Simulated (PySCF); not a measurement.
Compound: C4H3BCl2.
Atom-mapped SMILES: `[CH2:1]=[CH:2][C:3]#[C:4][B:5]([Cl:6])[Cl:7]` (hydrogens: H8, H9 on C1; H10 on C2)

Method: PBE0-D3(BJ)/def2-SVP geometry optimisation, gas phase (PySCF); density fitting, grid level 1; the optimiser is geomeTRIC in internal coordinates, started from a GFN2-xTB structure with every atom displaced at random (about 0.01 Å).

Step 0: E = -29893.1559 eV
```
atom  x, y, z in Å  |  force x, y, z in eV/Å
C1     -2.3203    0.0215   -0.1750   -2.478   2.640  -0.255
C2     -1.3130   -0.7910   -0.0869    1.573  -1.667   0.187
C3      0.0074   -0.3488   -0.0962    4.695   1.420   0.038
C4      1.2143    0.0327   -0.0875   -4.983  -1.557  -0.085
B5      2.5974    0.5081   -0.0912    0.577   0.449   0.029
Cl6     3.9023   -0.5857    0.1411    0.786  -0.681   0.118
Cl7     2.9536    2.1902   -0.3014    0.100   0.691  -0.113
H8     -2.1818    1.1164   -0.2732    0.055  -0.488   0.041
H9     -3.3577   -0.3054   -0.1485   -0.131  -0.243  -0.002
H10    -1.4517   -1.8588    0.0142   -0.193  -0.565   0.042
```

**Question.** Estimate the geometry and energy of step 1. (The exact step hangs on the optimiser's Hessian estimate; all steps are aligned on step 0, rigid shifts and turns removed.)

**Answer.** E = -29893.3054 eV, largest force 0.676 eV/Å
```
atom  x, y, z in Å  |  force x, y, z in eV/Å
C1     -2.2951    0.0345   -0.1733    0.183  -0.067   0.017
C2     -1.3017   -0.8698   -0.0728   -0.166   0.120   0.042
C3      0.0535   -0.4563   -0.0730   -0.207   0.624  -0.159
C4      1.1207    0.1461   -0.1188    0.352  -0.533   0.117
B5      2.5609    0.5862   -0.1019    0.089  -0.191   0.053
Cl6     3.8160   -0.6298    0.1438   -0.123   0.201  -0.050
Cl7     3.0246    2.2575   -0.3037    0.001   0.079  -0.020
H8     -2.0639    1.0995   -0.2642   -0.016  -0.014   0.002
H9     -3.3470   -0.2524   -0.1631   -0.060  -0.120  -0.005
H10    -1.5177   -1.9364    0.0224   -0.052  -0.097   0.004
```

The energy changes by -0.1495 eV. The first-order estimate −F·Δx gives -0.5685 eV and the mean of the old and new forces, exact on a quadratic surface, -0.1874 eV. The step makes an angle of 78° with the force vector and moves no atom by more than 0.150 Å.

The cost below is that of the whole optimisation. The run took 79 s of wall time on an Arm Neoverse N1 with one thread, shared host with 64 logical CPUs at a one-minute load of 54, and the process peaked at 0.50 GiB of memory.
